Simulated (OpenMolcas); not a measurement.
An OpenMolcas run meant for Br³⁺ (ANO-RCC-VDZP, DKH3; inactive shells 1s 2s 2p 3s 3p 3d 4s; intended active space 2 electrons in 3 orbitals (4p)). One step of its input:

```
&CASPT2
Multistate=3 1 2 3
Frozen=3 6
IPEA=1.5
Imaginary=0.1
MaxIter=60
WThr=0.0 0.3 0.05
PrWF=0.5
NoMix
```

The run finished. Its levels beside those of a sound run (SS-CASPT2, IPEA 0.25 Eh, imaginary shift 0.1 Eh (closed shells correlated: 3d 4s)), in cm⁻¹ above each run's lowest level:

| Level | This run | Usual run |
| --- | --- | --- |
| 4s² 4p² ³P₀ | 0.0 | 0.0 |
| 4s² 4p² ³P₁ | 2214 | 2214 |
| 4s² 4p² ³P₂ | 4999 | 5013 |
| 4s² 4p² ¹D₂ | 16900 | 17257 |
| 4s² 4p² ¹S₀ | 35332 | 35350 |

Task: Which setting is unsound, and how much does it matter here?

Result: The IPEA shift is far above its usual 0.25 hartree. Against the sound run the excited levels shown move by 97 cm-1 on average and by 360 cm-1 at most.

CASPT2 does not keep the components of a term degenerate, so their means are used; among the terms shown or strongly mixed into the levels shown the widest spread is 340 cm-1 (4s² 4p² ¹D, this run). With the s shell closed, the reference lacks s² → p² mixing. The basis is small and was not contracted for so high a charge. Only configurations of the active space appear.
